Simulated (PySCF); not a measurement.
RuO₂(OH), doublet: computed properties

All numbers come from UPBE0/[Ru def2-TZVP with ECP28, O def2-TZVP, H def2-TZVP], scalar-relativistic core potentials, density fitting, no spin–orbit coupling, PySCF.

The structure is a saddle point with 1 imaginary mode.

```json
{"Point group": "Cs", "Bond lengths": "O–H 0.963 Å, Ru–O 1.646 Å, Ru–O 1.651 Å, Ru–O 1.865 Å", "Bond angles": "H–O–Ru 118.8°, O–Ru–O 114.7°, O–Ru–O 116.7°, O–Ru–O 128.7°", "Dipole moment": "2.05 D", "Zero-point energy (real modes)": "47.7 kJ/mol", "Principal quadrupole moments (Buckingham, traceless) about the centre of mass": "-7.18, 0.95, 6.23 D Å", "Lowest empty level (α)": "-4.15 eV", "Spin squared ⟨S²⟩": "0.754", "Highest occupied level (β)": "-7.92 eV", "Rotational constants": "0.2369, 0.2189, 0.1138 cm⁻¹", "Atomisation energy without zero-point energy": "1694 kJ/mol", "Principal polarisabilities": "30.8, 47.4, 52.6 bohr³"}
```

Harmonic modes (masses in u: Ru 101.904, O 15.995, H 1.008):
```csv
symmetry,ω (cm⁻¹),IR (km/mol),μ (u)
a'',188i,–,1.14
a',174,8.7,7.55
a'',205,26.8,12.38
a',307,4.3,16.53
a',659,178,2.08
a',713,6.7,2.04
a',990,325,19.05
a',1057,38.3,16.76
a',3863,212,1.07
```

Charges (e):
| atom | Mulliken | Löwdin | polar tensor | spin (Mulliken) | Mayer order to Ru1 |
| --- | --- | --- | --- | --- | --- |
| Ru1 | 1.42 | 0.66 | 1.68 | 0.69 | – |
| O2 | -0.53 | -0.25 | -0.64 | 0.06 | 1.76 |
| O3 | -0.55 | -0.27 | -0.64 | 0.05 | 1.76 |
| O4 | -0.69 | -0.31 | -0.72 | 0.20 | 0.94 |
| H5 | 0.36 | 0.18 | 0.32 | -0.01 | 0.01 |
Other Mayer orders above 0.3: O–H 0.86, O–O 0.40.

Mulliken populations on Ru1 (electrons outside its core potential): s 2.43, p 6.17, d 5.94, f 0.04.

This need not be the most stable arrangement of these atoms. Other spin states or occupations of the open shell can lie lower. At this level a doublet minimum of Cs symmetry lies 8 kJ/mol below this structure.

The final relaxation and frequency run took 6.1 min on 4 threads of a shared AMD EPYC 7571 host, with 139 basis functions and 24 gradients; the process peaked at 1.7 GiB.
